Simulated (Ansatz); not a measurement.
Program: Ansatz 0.2.0.

CH9AlN2Si at its PBE0-D4/def2-TZVP geometry, where that method's forces vanish. The species carries charge 0 and has multiplicity 1. The bonds changed during the relaxation, so this is another structure than the one it started from.

```json
{"atom": "N1", "x (Å)": "0.215", "y (Å)": "-0.117", "z (Å)": "1.613"}
{"atom": "Si2", "x (Å)": "0.969", "y (Å)": "0.857", "z (Å)": "0.261"}
{"atom": "C3", "x (Å)": "-0.236", "y (Å)": "0.417", "z (Å)": "-1.068"}
{"atom": "N4", "x (Å)": "0.162", "y (Å)": "-0.610", "z (Å)": "-2.036"}
{"atom": "Al5", "x (Å)": "-1.440", "y (Å)": "-0.366", "z (Å)": "0.382"}
{"atom": "H6", "x (Å)": "0.675", "y (Å)": "-0.993", "z (Å)": "1.832"}
{"atom": "H7", "x (Å)": "0.066", "y (Å)": "0.377", "z (Å)": "2.484"}
{"atom": "H8", "x (Å)": "2.374", "y (Å)": "0.387", "z (Å)": "0.105"}
{"atom": "H9", "x (Å)": "0.938", "y (Å)": "2.253", "z (Å)": "0.776"}
{"atom": "H10", "x (Å)": "-0.668", "y (Å)": "1.288", "z (Å)": "-1.568"}
{"atom": "H11", "x (Å)": "-0.003", "y (Å)": "-1.550", "z (Å)": "-1.704"}
{"atom": "H12", "x (Å)": "1.123", "y (Å)": "-0.540", "z (Å)": "-2.343"}
{"atom": "H13", "x (Å)": "-2.569", "y (Å)": "0.546", "z (Å)": "1.042"}
{"atom": "H14", "x (Å)": "-1.606", "y (Å)": "-1.950", "z (Å)": "0.226"}
```

(1) For each bond, give half the difference of the two atoms' forces along it (eV/Å; positive pushes the atoms apart) under PBE-D4, r2SCAN-D4, B3LYP-D4, ωB97M-V in def2-TZVPP. (Best estimate.)

Answers

(1) The calculation gave: 
```csv
bond,length (Å),PBE-D4,r2SCAN-D4,B3LYP-D4,ωB97M-V
N1–Si2,1.829,0.11,0.05,0.15,0.12
N1–Al5,2.077,-0.02,-0.03,0.10,0.12
N1–H6,1.014,0.18,0.01,-0.02,-0.03
N1–H7,1.013,0.19,0.01,-0.02,-0.04
Si2–C3,1.846,0.01,-0.04,0.06,-0.03
Si2–Al5,2.704,0.13,0.03,0.29,0.20
Si2–H8,1.491,0.05,-0.02,-0.14,-0.15
Si2–H9,1.488,0.05,-0.03,-0.12,-0.13
C3–N4,1.467,0.05,0.26,0.27,0.31
C3–Al5,2.041,0.02,-0.04,0.06,0.01
C3–H10,1.094,0.09,-0.04,-0.12,-0.12
N4–H11,1.011,0.24,-0.02,-0.05,-0.09
Al5–H13,1.595,0.01,-0.02,-0.11,-0.11
Al5–H14,1.600,0.04,-0.02,-0.12,-0.12
```

B3LYP here is the variant with VWN-RPA as its local correlation; programs differ in this.
